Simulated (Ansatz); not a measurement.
Li3Br3, relaxed as a singlet with RKS PBE0-D4/def2-SVP in Ansatz, starting from the GFN1-xTB geometry. Force threshold 0.02 eV/Å.

The structure comes from a short search, and lower isomers may exist.

Start:

Cartesian coordinates in Å:
```
Li 1.148 1.131 -0.884
Li 0.409 -1.340 1.225
Li -0.940 -0.049 -0.182
Br 2.567 -0.402 0.048
Br -1.263 1.874 -1.477
Br -1.921 -1.213 1.270
```

```tsv
step	energy (eV)	largest force component (eV/Å)	SCF passes
1	-210709.9478	1.712	14
2	-210710.7489	0.740	18
3	-210711.1150	0.396	17
4	-210711.2315	0.417	17
5	-210711.2444	0.145	17
6	-210711.3072	0.063	17
7	-210711.3401	0.045	17
8	-210711.3459	0.014	17
9	-210711.3463	0.002	17
```

Force components are those of the run's own axes.

End:

```
atom    x (Å)    y (Å)    z (Å)
 Li1   1.2826   1.1479  -1.0058
 Li2   0.6834  -1.4108   1.2317
 Li3  -1.9699   0.2617  -0.2283
 Br4   2.5328  -0.3394   0.2902
 Br5  -0.8785   1.8186  -1.5848
 Br6  -1.6505  -1.4780   1.2970
```

By distances, no bond broke or formed, bridged metal pairs apart. The bond that changes most is Li2–Br4, from 2.63 to 2.34 Å (atoms count from 1). Metal–metal contacts that move far: Li2–Li3 2.34 to 3.46 Å, Li1–Li3 2.50 to 3.46 Å. The end is the same structure that another start reached, the lowest one found.

The force fell under the threshold at step 8, but the optimiser went on. No frequencies were taken in this run, so the end may be a saddle point.

Hardware: 4 threads of Arm Neoverse V1 on a shared host. Wall time 20 s.
